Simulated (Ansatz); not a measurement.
`OBC(F)S` → `[CH]F` + `OBS`  (formal loss of a carbene)

Computed with Ansatz on PBE0-D4/def2-TZVP structures; ΔE is electronic, products minus reactants. CCSD(T)/CBS is the MP2 limit (def2-TZVPP, def2-QZVPP) plus CCSD(T) − MP2 in def2-TZVPP, frozen cores. This one scheme is used for every species. Functionals use def2-TZVPP. Each species was taken in one conformer, which may not be the lowest.

**Question.** Is it downhill or uphill in electronic energy at CCSD(T)/CBS, and by how much? (Estimate.)

**Answer.** The calculation gave: Uphill: ΔE = +294.1 kJ/mol.

**Question.** What do these levels give: revPBE-D4, r2SCANh-D4, CAM-B3LYP-D4, CCSD/def2-TZVPP, MP2/def2-QZVPP, CCSD/CBS(def2)? (Estimate.)

**Answer.** The calculation gave: revPBE-D4 301.2, r2SCANh-D4 315.1, CAM-B3LYP-D4 304.6, CCSD/def2-TZVPP 282.5, MP2/def2-QZVPP 315.2, CCSD/CBS(def2) 290.5 kJ/mol.

Largest T1 diagnostic among the species: 0.018.

Leaving LDA and LC-ωPBE aside and taking each functional with its dispersion term where it has one, the values, not all of them listed here, spread over 29.5 kJ/mol, from BLYP-D4 to PBE0-D4. LDA lies +59.8 kJ/mol from PBE without D4. In def2-TZVPP, CCSD(T) changes the Hartree–Fock value by +44.7 kJ/mol (the triples alone add +3.5 kJ/mol) and MP2 by +69.4 kJ/mol. From BLYP to BHLYP (50 % exact exchange), in def2-TZVPP and without D4, ΔE moves by +16.9 kJ/mol.
